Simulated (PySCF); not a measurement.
# What a mistake does to a calculation on BCGeH6Si cation

These are calculations, not measurements. They come from PySCF 2.14.0, an open-source quantum chemistry program, on an isolated molecule that a program drew, which may never have been made. The molecule is BCGeH6Si cation (charge +1, singlet), drawn as the SMILES string `[BH+][C]([SiH3])=[GeH2]`.

Each row is a Hartree-Fock (HF) and frozen-core CCSD(T) single point in the cc-pV(D+d)Z basis, meant for a local HF minimum. Run 1 is clean. Each other run has one planted mistake out of seven kinds, and not every kind appears here: one electron removed, one electron added, multiplicity raised by two, geometry at a saddle point, minimal basis STO-3G, one bond length entered in bohr, all coordinates scaled. The reference is restricted for singlets and unrestricted otherwise, and also for a bond in bohr. Adding or removing an electron swaps singlet and doublet. Electrons count all cores. HOMO and LUMO are orbital energies over both spins, the gradient is its largest component, and the lowest frequency (negative if imaginary) is given only where the gradient is small. Bond lengths are over the 9 bonds as drawn. T1 is the CCSD diagnostic: over 0.02 (restricted) or 0.045 (unrestricted) a single reference is doubtful. Germanium has the cc-pVDZ-PP basis, with a core potential (ECP10MDF) in place of its 10 inner electrons, and its 3s, 3p and 3d shells are frozen in CCSD(T).

Geometry of the clean run:
```xyz
10
BCGeH6Si cation, angstrom
B    -0.3282    0.6236    0.3972
C    -0.7062   -0.4565    1.2076
Si   -2.2957   -1.4708    0.8080
Ge    0.3940   -0.8084    2.6216
H    -0.0127    1.5272   -0.2815
H    -3.1895   -1.3622    1.9722
H    -1.8811   -2.8645    0.5806
H    -2.8864   -0.8685   -0.3976
H     0.0918   -1.9480    3.5675
H     1.6327    0.0156    2.8967
```

```
run,electrons,basis functions,<S^2>,HOMO (eV),LUMO (eV),gradient (hartree/bohr),lowest frequency (cm^-1),mean bond (Å),longest bond (Å),T1,HF (hartree),CCSD(T) (hartree),mistake
1,62,104,0.000,-15.06,-4.70,9.6e-07,51,1.5298,1.927,0.0151,-648.05864,-648.50828,no fault
2,62,104,2.022,-11.84,-6.58,7.7e-02,-,1.5298,1.927,0.0203,-647.96445,-648.38522,multiplicity raised by two
3,61,104,0.757,-21.89,-12.56,6.2e-02,-,1.5298,1.927,0.0328,-647.55703,-647.96159,one electron removed
4,62,104,0.000,-16.02,-4.67,5.9e-02,-,1.4059,1.771,0.0128,-647.98234,-648.42122,all coordinates scaled
5,62,104,0.722,-15.11,-4.85,2.3e-02,-,1.6458,2.217,0.0643,-647.92462,-648.37611,?
```

**Which mistake was planted in run 5, and what did it cost?**

The mean bond changes by a factor of 1.076 and the longest by 1.150, so the molecule wasn't scaled as a whole. A length L in bohr read as angstrom grows by (1/0.5292 - 1) L = 0.890 L. The 9 bonds together grew by 9 x 0.1160 = 1.044 Å, which gives L = 1.173 Å. That is bond B1-H5, 1.173 Å in the clean geometry. So the mistake is: one bond length entered in bohr. Subtracting run 1 and multiplying by 627.51 kcal/mol a hartree, the energy moved by 84.1 kcal/mol in HF and 82.9 kcal/mol in CCSD(T).

Cautions from the logs. Run 5: T1 is over the limit, so its CCSD(T) energy is less reliable.
